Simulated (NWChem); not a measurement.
System: bromotrifluoromethane (CBrF3); SMILES FC(F)(F)Br

```xyz
5

F      0.8757     0.8757    -1.2687
C      0.0000     0.0000    -0.8182
F      0.3205    -1.1962    -1.2687
F     -1.1962     0.3205    -1.2687
Br     0.0000     0.0000     1.1129
```
Atoms are numbered in this order, from 1.

Computed with NWChem. Structure relaxed at the PBE0/def2-SVP level. Level: PBE0/def2-SVP with SMD (1 M gas to 1 M solution), gas-phase geometry.

Problem. Predict the results for solvent water. Quantities: solvation free energy (kcal/mol); cavity-dispersion-structure term (kcal/mol); dipole in solution (D).

Solution. 
| Quantity | Result |
|---|---|
| solvation free energy (kcal/mol) | 2.1 |
| cavity-dispersion-structure term (kcal/mol) | 2.5 |
| dipole in solution (D) | 0.30 |
